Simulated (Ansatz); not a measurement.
AuCl, charge +1, doublet, geometry from GFN2-xTB (such geometries of metal compounds can be far from the true shape) (the multiplicity is a formal guess) (core potentials on Au). Base run: HF/def2-SV(P) (Ansatz, a quantum-chemistry and plane-wave program).

Here is a job for Ansatz.
Ansatz 0.2 input:
```yaml
crystal:
  periodic: [false, false, false]
  atoms:
    - {symbol: Au, position_ang: [-0.00000000, -0.00000000, -0.39469027]}
    - {symbol: Cl, position_ang: [0.00000000, 0.00000000, 1.83414892]}
basis:
  gaussian:
    orbitals: def2-SV_P_.json
hamiltonian:
  xc: hf
total_charge: 1
magnetization: {spin_polarized: true, initial_magnetization: 1}
```
The basis file holds def2-SV(P) in the JSON format of the Basis Set Exchange.

The bond that is stretched is that between atoms 2 and 1. A test that says stable can miss a lower solution.

Variants of this job, named by their change:

```csv
change,ΔE vs base (eV),<S^2>,stability test says
base,0.00,0.759,minimum
spin_polarized = on; lower_state_search = off,0.00,0.759,undecided (no full test)
spin_polarized = on; lower_state_search = standard,0.00,0.759,minimum
bond × 1.25,-0.50,0.757,minimum
spin_polarized = on; lower_state_search = off; bond × 1.25,-0.50,0.757,undecided (no full test)
spin_polarized = on; lower_state_search = standard; bond × 1.25,-0.50,0.757,minimum
bond × 1.5,-0.34,0.756,minimum
spin_polarized = on; lower_state_search = off; bond × 1.5,-0.34,0.756,undecided (no full test)
spin_polarized = on; lower_state_search = standard; bond × 1.5,-0.34,0.756,minimum
bond × 1.8,-0.18,0.756,minimum
spin_polarized = on; lower_state_search = off; bond × 1.8,-0.18,0.756,undecided (no full test)
spin_polarized = on; lower_state_search = standard; bond × 1.8,-0.18,0.756,minimum
bond × 2.2,-0.07,0.755,minimum
spin_polarized = on; lower_state_search = off; bond × 2.2,-0.07,0.755,undecided (no full test)
spin_polarized = on; lower_state_search = standard; bond × 2.2,-0.07,0.755,minimum
bond × 3.0,-0.01,0.755,minimum
spin_polarized = on; lower_state_search = off; bond × 3.0,-0.01,0.755,undecided (no full test)
spin_polarized = on; lower_state_search = standard; bond × 3.0,-0.01,0.755,minimum
```

On stretching, the SCF can end on different states; <S^2> shows the spin contamination of each.
